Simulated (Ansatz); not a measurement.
A structure relaxed at PBE-D4/def2-SVP in Ansatz, charge 0, singlet:

```csv
atom,x (Å),y (Å),z (Å)
Al1,-1.1486,-0.1938,0.9438
C2,-1.8729,1.3951,1.8489
H3,-1.3056,2.3187,1.6053
H4,-1.8573,1.2841,2.9547
H5,-2.9319,1.5791,1.5654
C6,-1.8559,-2.0078,1.2204
H7,-1.3640,-2.7603,0.5678
H8,-2.9473,-2.0618,1.0169
H9,-1.7137,-2.3447,2.2702
O10,0.7232,-0.2280,1.1627
C11,1.6224,-0.0418,0.2598
C12,3.0476,-0.1223,0.7366
C13,1.3346,0.2205,-1.0985
C14,0.0223,0.3057,-1.6153
C15,-0.2063,0.5907,-3.0753
O16,-1.0416,0.1552,-0.9053
H17,3.7825,0.0454,-0.0710
H18,3.2045,0.6249,1.5414
H19,3.2224,-1.1172,1.1953
H20,2.1751,0.3640,-1.7892
H21,0.7333,0.6820,-3.6489
H22,-0.7915,1.5281,-3.1752
H23,-0.8312,-0.2157,-3.5105
```

(1) Give its formula, name or SMILES.

(2) Summarise the bond lengths by kind (pairs closer than 1.2 times the sum of covalent radii, bridged metal pairs left out).

## Answers

(1) AlMe2(acac) (C₇H₁₃AlO₂).

(2) 4 × C–C 1.41 to 1.51 Å; 2 × Al–C 1.97 Å; 2 × C–O 1.29 Å; 2 × Al–O 1.88 Å; 13 × C–H 1.10 to 1.11 Å.
